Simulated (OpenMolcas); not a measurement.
## GaGeH5: a line through the functionals

GaGeH5 has 7 atoms, charge 0, and is taken as a singlet. SMILES: `[GaH2][GeH3]`. The shape is that of a PBE0-D4/def2-TZVP optimisation.

The HOMO–LUMO gap y, in eV, basis def2-SVPD; a is the functional's share of exact exchange. Programs: OpenMolcas 26.06.

| functional | program | a | y (eV) |
| --- | --- | --- | --- |
| revPBE | OpenMolcas | 0 | 3.72 |
| TPSS | OpenMolcas | 0 | 3.94 |
| B3LYP | OpenMolcas | 0.2 | ? |
| PBE0 | OpenMolcas | 0.25 | 5.49 |
| BHLYP | OpenMolcas | 0.5 | 7.18 |

Fit y = c + s·a to the known rows and predict B3LYP.


1. Means of the 4 rows: a = 0.1875, y = 5.082.
2. Σ(Δa)² = 0.17188, Σ(Δa·Δy) = 1.1506, so the slope is 1.1506/0.17188 = 6.6942.
3. Intercept: 5.082 − (6.6942) × 0.1875 = 3.827. The largest residual of the fit is 0.11.
4. B3LYP: 3.827 + (6.6942) × 0.2 = 5.17 eV.

The run gave 5.02 eV, so the prediction is off by +0.15 eV, about the largest residual. Exact exchange lowers occupied levels and raises empty ones. The rows mix families of semi-local functionals, which the line can't see.
